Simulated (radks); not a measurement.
Results of a calculation; reference values are marked as such.
Coulomb parameter of the 5d shell of the mercury ion Hg3+ in the model configuration [Xe] 4f14 5d8 6s1, as a second difference U = [E(n + 0.5) + E(n - 0.5) - 2 E(n)] / (0.5)^2 with all orbitals relaxed. "Bare": the charge of the atom changes with n. "Screened": the 6s shell takes up the change at fixed total charge, which measures U(5d,5d) + U(6s,6s) - 2 U(5d,6s). Level of theory: scalar-relativistic Kohn-Sham, PBE, spin-unpolarised, spherical densities, finite nucleus; Fermi nuclear charge, rms radius 5.4648 fm (a radial shooting solver on a logarithmic mesh with Libxc functionals).

case,configuration,E - E(n) (eV)
start,[Xe] 4f14 5d8 6s1,0.000
bare +0.5,[Xe] 4f14 5d8.5 6s1,-20.978
bare -0.5,[Xe] 4f14 5d7.5 6s1,24.594
screened +0.5,[Xe] 4f14 5d8.5 6s0.5,-4.728
screened -0.5,[Xe] 4f14 5d7.5 6s1.5,5.108

U(bare) = 14.467 eV, U(screened by 6s) = 1.523 eV, against the Slater integral F0(5d,5d) = 18.076 eV with frozen orbitals.
